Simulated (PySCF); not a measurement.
PySCF input for H₇NO₂Si₂, SMILES N[Si@H](O)O[SiH3], SMD-B3LYP/6-31G*. Coordinates come from a PBE0-D3(BJ)/def2-SVP optimisation. The structure was generated by enumeration; whether it is a known compound was not checked. Other conformers were not sampled.

```python
import numpy as np
from pyscf import gto, scf, dft
from pyscf.solvent import smd

mol = gto.M(
    atom='''
    N    -2.14941057    0.70010913    0.56902770
    Si   -0.95963522   -0.11523540   -0.35624392
    O    -0.60794239   -1.57995249    0.34570063
    O     0.52028802    0.62140499   -0.42563144
    Si    2.07728210    0.27085644    0.03809702
    H    -1.97675824    0.94785267    1.53747512
    H    -2.74185812    1.38815869    0.11822905
    H    -1.49906328   -0.21252461   -1.73565852
    H    -1.36044197   -2.08596193    0.66411324
    H     2.16257644    0.07124583    1.51648538
    H     2.58383892   -0.95291393   -0.65039720
    H     2.93175892    1.43306497   -0.33993777
    ''',
    basis='6-31G*',
    charge=0,
    spin=0,
    max_memory=1600,
    verbose=3,
)
mf = dft.RKS(mol, xc='b3lyp').density_fit(auxbasis='def2-universal-jkfit')
mf.grids.level = 3
mf.conv_tol = 1e-9
mf.max_cycle = 100
mf.kernel()
res = {}
for name in ['water', 'toluene', 'dichloromethane']:
    s = mf.SMD()
    s.with_solvent.solvent, s.with_solvent.sasa_ng = name, 194
    s.kernel(mf.make_rdm1())
    res[name] = (s.e_tot, s.with_solvent.get_cds(), s.dip_moment(), s.mo_energy, s.converged)
    print(f'SMD {name}: dG(solv) = {(s.e_tot - mf.e_tot) * 627.509474:.3f} kcal/mol, of which CDS {res[name][1] * 627.509474:.3f}')
```

Output:

```
converged SCF energy = -788.537530402866
converged SCF energy = -788.545254285959
Dipole moment(X, Y, Z, Debye): -2.44150,  0.57591,  1.42833
SMD water: dG(solv) = -4.847 kcal/mol, of which CDS 4.159
converged SCF energy = -788.54199697908
Dipole moment(X, Y, Z, Debye): -2.14535,  0.50071,  1.23455
SMD toluene: dG(solv) = -2.803 kcal/mol, of which CDS -0.183
converged SCF energy = -788.545798267426
Dipole moment(X, Y, Z, Debye): -2.29479,  0.54684,  1.35745
SMD dichloromethane: dG(solv) = -5.188 kcal/mol, of which CDS 0.326
```

The run converged.
